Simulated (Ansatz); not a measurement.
Consider the redistribution: `O[Si](O)(F)N[SiH2]Cl` + `C=C[SiH](F)[SiH2]F` → `O[Si](O)(F)[SiH2]F` + `C=C[SiH](F)N[SiH2]Cl`.

Computed with Ansatz on PBE0-D4/def2-TZVP structures; ΔE is electronic, products minus reactants. CCSD(T)/CBS adds triple-zeta CCSD(T) − MP2 to the extrapolated MP2 energy (def2 sets, frozen cores). Functionals use def2-TZVPP. B3LYP here is the variant with VWN-RPA as its local correlation; programs differ in this. Each species was taken in one conformer, which may not be the lowest.

`O[Si](O)(F)N[SiH2]Cl`:

```xyz
12

O     1.285   -0.619   -2.060
Si    0.049   -0.230   -1.090
O    -1.153   -1.274   -1.429
F    -0.476    1.250   -1.342
N     0.588   -0.213    0.528
Si    0.148    0.873    1.779
Cl   -1.832    0.632    2.330
H     1.071   -1.034   -2.898
H    -1.984   -1.168   -0.964
H     1.056   -1.054    0.836
H     0.969    0.563    2.970
H     0.279    2.274    1.341
```

`C=C[SiH](F)[SiH2]F`:

Cartesian coordinates in Å:
```
C 2.140 -0.623 0.698
C 0.900 -0.271 1.029
Si -0.097 0.926 0.033
F 0.838 1.516 -1.136
Si -1.929 -0.136 -1.003
F -2.792 -0.850 0.152
H 2.636 -0.207 -0.174
H 2.714 -1.334 1.285
H 0.445 -0.717 1.912
H -0.552 2.066 0.874
H -1.480 -1.185 -1.956
H -2.823 0.816 -1.714
```

`O[Si](O)(F)[SiH2]F`:

```xyz
10

O    -0.870    0.955   -1.454
Si    0.171    0.677   -0.226
O     1.672    0.600   -0.840
F     0.027    1.893    0.803
Si   -0.184   -1.329    0.927
F    -1.704   -1.339    1.453
H    -1.736    1.312   -1.249
H     1.920    1.196   -1.549
H     0.710   -1.466    2.105
H    -0.005   -2.499    0.031
```

`C=C[SiH](F)N[SiH2]Cl`:

Z-matrix (Å, degrees):
```
Si
C 1 1.844
N 1 1.717 2 109.7
F 1 1.602 2 107.1 3 120.8
H 1 1.481 2 114.7 3 -121.9
C 2 1.331 1 122.6 3 -122.1
H 2 1.089 1 118.8 3 57.6
Si 3 1.714 1 128.2 2 23.0
H 3 1.011 1 116.1 2 -152.1
H 6 1.086 2 121.5 1 -0.0
H 6 1.086 2 122.1 1 179.8
Cl 8 2.064 3 112.3 1 -85.3
H 8 1.476 3 109.9 1 32.8
H 8 1.479 3 109.2 1 157.0
```

Problem. Is it downhill or uphill in electronic energy at CCSD(T)/CBS, and by how much? (Estimate.)

Solution. The calculation gave: Nearly level: ΔE = +1.0 kJ/mol.

Problem. What do these levels give: PBE0-D4, B3LYP-D4, ωB97X-V, r2SCAN, PBE0, HF/def2-TZVPP, CCSD/def2-TZVPP, CCSD(T)/def2-TZVPP, MP2/def2-QZVPP, HF/CBS(def2), MP2/CBS(def2), CCSD/CBS(def2)? (An estimate is asked.)

Solution. The calculation gave: PBE0-D4 2.4, B3LYP-D4 0.2, ωB97X-V 0.7, r2SCAN 4.8, PBE0 3.6, HF/def2-TZVPP 7.6, CCSD/def2-TZVPP 3.3, CCSD(T)/def2-TZVPP 2.1, MP2/def2-QZVPP -1.1, HF/CBS(def2) 7.5, MP2/CBS(def2) -1.5, CCSD/CBS(def2) 2.2 kJ/mol.

Largest T1 diagnostic among the species: 0.012.

In def2-TZVPP, CCSD(T) changes the Hartree–Fock value by −5.4 kJ/mol (the triples alone add −1.1 kJ/mol) and MP2 by −8.0 kJ/mol.
